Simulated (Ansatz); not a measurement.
Worked example: C2H6OSi + C2H2FGe → C2H5OSi + C2H3FGe

Gas-phase species: C2H6OSi `C=C[SiH2]O`, singlet; C2H2FGe `C#[C][GeH][F]`, doublet; C2H5OSi `C=C[SiH]O`, doublet; C2H3FGe `C#[C][GeH2][F]`, singlet. A radical takes H: the energy is the difference in strength between the Si–H bond broken and the Ge–H bond made.

Shapes, held fixed at every level: PBE0-D4/def2-TZVP. Flexible molecules stand in one conformer, not always the lowest. Programs: Ansatz 0.2.0. The zero-point and thermal change to 298 K, harmonic and unscaled (PBE0-D4/def2-TZVP), is -0.9 kJ/mol.

At CCSD(T)/def2-TZVPP; 1 Eh = 2625.50 kJ/mol:

| species | energy (Eh) |
| --- | --- |
| C2H6OSi | -443.885050 |
| C2H2FGe | -2252.543815 |
| C2H5OSi | -443.231384 |
| C2H3FGe | -2253.188066 |

Q: Work out ΔH(298 K) of the reaction at this level.

A: 
1. Products less reactants: (-443.231384) + (-2253.188066) − [(-443.885050) + (-2252.543815)] = 0.009415 Eh = +24.7 kJ/mol.
2. With the thermal change: +24.7 + (-0.9) = +23.8 kJ/mol.

Other levels give +19.2 (SPW92/def2-TZVPP) to +27.6 kJ/mol (B2PLYP/def2-TZVPP). No measured value is set beside it here. Spin contamination: C2H2FGe (⟨S²⟩ up to 0.80), C2H5OSi (⟨S²⟩ up to 0.87). Open shells run unrestricted. Relativity is left out for Ge. Outer-core shells of Ge are correlated, in sets that cover them unevenly.
